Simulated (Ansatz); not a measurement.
Reaction (cleavage of the P–Si bond): `CC[SiH](O)P` + `C[SiH2]O` → `C[SiH2]OP` + `CC[SiH2]O`

Isolated molecules relaxed with PBE0-D4/def2-TZVP in Ansatz; ΔE leaves out vibrations. CBS: MP2 limit from def2 TZ/QZ plus the TZ coupled-cluster correction, frozen cores. This one scheme is used for every species. DFT in def2-TZVPP. B3LYP here is the variant with VWN-RPA as its local correlation; programs differ in this. Each species was taken in one conformer, which may not be the lowest.

```
             level  ΔE (kJ/mol)  difference from CCSD(T)/CBS
           PBE0-D4         42.7                          9.3
          B3LYP-D4         27.2                         -6.2
               PBE         43.8                         10.4
            r2SCAN         37.8                          4.4
     HF/def2-TZVPP          4.3                        -29.1
    MP2/def2-TZVPP         33.6                          0.2
     HF/def2-QZVPP          1.8                        -31.6
SCS-MP2/def2-QZVPP         23.6                         -9.8
     MP2/CBS(def2)         35.0                          1.6
    CCSD/CBS(def2)         29.4                         -4.0
       CCSD(T)/CBS         33.4                            0
```

Largest T1 diagnostic among the species: 0.012.

In def2-TZVPP, CCSD(T) changes the Hartree–Fock value by +27.7 kJ/mol (the triples alone add +4.0 kJ/mol) and MP2 by +29.3 kJ/mol. The D4 term adds +3.4 kJ/mol with B3LYP and +2.1 kJ/mol with PBE0; it sums over pairs of atoms, weighted by their polarisabilities, and B3LYP, whose exchange is more repulsive, gets the larger term. From PBE to PBE0 (25 % exact exchange), in def2-TZVPP and without D4, ΔE moves by −3.1 kJ/mol.
